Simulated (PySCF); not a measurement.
Vertical excitations of a molecule CH8O2Si2 from TDA-PBE/def2-SVPD run with PySCF, as energy in eV (oscillator strength): 5.09 (0.010), 5.73 (0.002), 6.16 (0.001), 6.26 (0.029), 6.49 (0.011), 6.52 (0.030), 6.78 (0.010), 6.83 (0.005), 6.84 (0.001), 6.98 (0.007). Lowest triplet (TDA): 4.87 eV. Coordinates come from a B3LYP-D3(BJ)/def2-SVP optimisation. One conformer was computed; it need not be the lowest.

Problem. Pick the molecule that these values belong to.
A. C[Si@@H](O)O[SiH3]
B. O[SiH2]C[SiH2]O
C. OC[SiH2]O[SiH3]
D. [SiH3]OCO[SiH3]

Solution. C, OC[SiH2]O[SiH3]
